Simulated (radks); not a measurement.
Task: All-electron atom: the samarium ion Sm2+ in [Xe] 4f4 5f2 (not the ground configuration). Calculated with a radial shooting solver on a logarithmic mesh with Libxc functionals: Dirac Kohn-Sham, OLYP, spin-unpolarised, spherical densities, finite nucleus; open shells fill j = l - 1/2 first; Fermi nuclear charge, rms radius 5.0819 fm. Some entries of the table are withheld. Estimate them.

orbital,occ.,eigenvalue (eV),<r> (bohr),<r^2> (bohr^2)
1s1/2,2,-46660.56,0.02275,0.0007051
2s1/2,2,-7659.930,0.09650,0.01105
2p1/2,2,(1),0.08074,0.008049
2p3/2,4,(2),0.08736,0.009291
3s1/2,2,-1711.601,0.2545,0.07415
3p1/2,2,-1540.942,0.2441,0.06931
3p3/2,4,-1418.849,0.2569,0.07651
3d3/2,4,-1123.014,0.2285,0.06150
3d5/2,6,-1096.466,0.2325,0.06352
4s1/2,2,-372.0131,(3),0.3757
4p1/2,2,-306.3802,(4),0.3963
4p3/2,4,-279.2423,(5),0.4349
4d3/2,4,-171.0289,0.6568,0.4999
4d5/2,6,-166.1162,0.6667,0.5148
5s1/2,2,-74.3060,1.343,2.019
5p1/2,2,-55.2482,1.473,2.440
5p3/2,4,-50.9016,1.545,2.682
4f5/2,4,(6),0.8414,0.8870
4f7/2,0,(7),0.8491,0.9036
5f5/2,2,-7.2000,4.785,26.03
5f7/2,0,-7.1854,4.799,26.17

Result: 
(1) 2p1/2 eigenvalue (eV): -7263.442
(2) 2p3/2 eigenvalue (eV): -6660.858
(3) 4s1/2 <r> (bohr): 0.5769
(4) 4p1/2 <r> (bohr): 0.5902
(5) 4p3/2 <r> (bohr): 0.6185
(6) 4f5/2 eigenvalue (eV): -39.5587
(7) 4f7/2 eigenvalue (eV): -38.8960
